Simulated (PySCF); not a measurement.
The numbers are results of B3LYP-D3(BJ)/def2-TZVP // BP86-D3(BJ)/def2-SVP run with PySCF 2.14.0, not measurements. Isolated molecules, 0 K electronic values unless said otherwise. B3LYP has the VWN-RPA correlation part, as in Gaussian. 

Reference species: [Zr(F)4] (neutral, multiplicity 1).

| Item | Value |
|---|---|
| mean distance from the central atom to its bonded neighbours | 1.908 Å |
| charge on the central atom (Mulliken) | 1.83 e |
| HOMO | -11.90 eV |
| coordination number | 4 |

After one change: the mean distance from the central atom to its bonded neighbours drops by 0.053 Å; the charge on the central atom (Mulliken) falls by 1.04 e; the HOMO rises by 3.56 eV; the coordination number hardly moves.

**Question.** What was changed between the two runs? The new species is one of these.
A. [Zr(F)2(H)2]
B. [Zr(H)4]
C. [Zr(F)3(H)]
D. [Zr(F)(H)3]

**Answer.** B, [Zr(H)4]
